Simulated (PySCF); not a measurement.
Simulated absorption spectrum

Species: CdMeBr, CH3BrCd (singlet state).
Cartesian coordinates in Å at the PBE0-D3(BJ)/def2-SVP level; atoms count from 1:
```xyz
6
CH3BrCd angstrom
Cd    -0.0073    0.0065   -1.1845
C      0.0022    0.0061    0.9190
H     -0.4494    0.9329    1.3001
H      1.0352   -0.0667    1.2875
H     -0.5726   -0.8527    1.2936
Br    -0.0081   -0.0262   -3.6157
```

Computed with PySCF, TDDFT B3LYP/def2-SVPD, vertical, gas phase, core orbitals frozen in the response, def2 core potentials past Kr. Spin–orbit coupling is left out.

Computed states:

| state | E (eV) | f |
| --- | --- | --- |
| S1 | 5.35 | 0.021 |
| S2 | 5.35 | 0.021 |
| S3 | 5.97 | 0.0000 |
| S4 | 6.01 | 0.0000 |
| S5 | 6.01 | 0.0000 |
| S6 | 6.13 | 0.070 |
| S7 | 6.39 | 0.020 |
| S8 | 6.39 | 0.020 |
| S9 | 6.77 | 0.691 |
| S10 | 7.67 | 0.291 |

Each state is given a Gaussian of 0.3 eV full width at half maximum, with ε(max) = 2.175×10⁸ f / Δν̃ (Δν̃ the width in cm⁻¹). The width is an assumption, not a result. The curve ends short of the highest state used, and states not computed would add to its high-energy end.

Question: What does the envelope look like, and where are its maxima?

Answer: 
λ (nm), ε (L mol⁻¹ cm⁻¹) and a bar:
```
    175.2       3151 ##
    178.6      23830 ############
    182.0      58124 ##############################
    185.4      51698 ###########################
    188.7      20504 ###########
    192.1       6502 ###
    195.5       5242 ###
    198.9       6339 ###
    202.2       6795 ####
    205.6       4676 ##
    209.0       1866 #
    212.4        444 
    215.7        100 
    219.1        220 
    222.5        861 
    225.9       2143 #
    229.2       3408 ##
    232.6       3688 ##
    236.0       2754 #
    239.3       1498 #
    242.7        589 
    246.1        174 
    249.5         40 
    252.8          7
```

Maxima: 232 nm (5.35 eV), ε about 3800, made up of S1 (50%) and S2 (50%); 201 nm (6.16 eV), ε about 6900, made up of S6 (89%); 183 nm (6.77 eV), ε about 62000, made up of S9 (100%) (ε in L mol⁻¹ cm⁻¹; maxima over ε = 5, shares over 10%).

Question: What would ε be at 6.77 eV, the highest of these maxima, with half the width (0.15 eV)?

Answer: About 124000 L mol⁻¹ cm⁻¹ against 62200, a factor of about 1.99; a lone state at its own centre would give exactly 2.

Question: On this curve, what absorbance would a 10⁻⁴ mol/L sample give at 193 nm over a 1 cm path?

Answer: 193 nm is 6.424 eV, where ε is about 5600 L mol⁻¹ cm⁻¹, so A = ε c l ≈ 0.56 (Beer–Lambert, with the gas-phase spectrum and the assumed width).

Question: Coming from long wavelengths, where does ε first pass 100 L mol⁻¹ cm⁻¹?

Answer: At about 247 nm (5.01 eV), 0.34 eV below S1.

The vertical ionisation energy (ΔSCF) is 10.22 eV, 2.55 eV above S10.
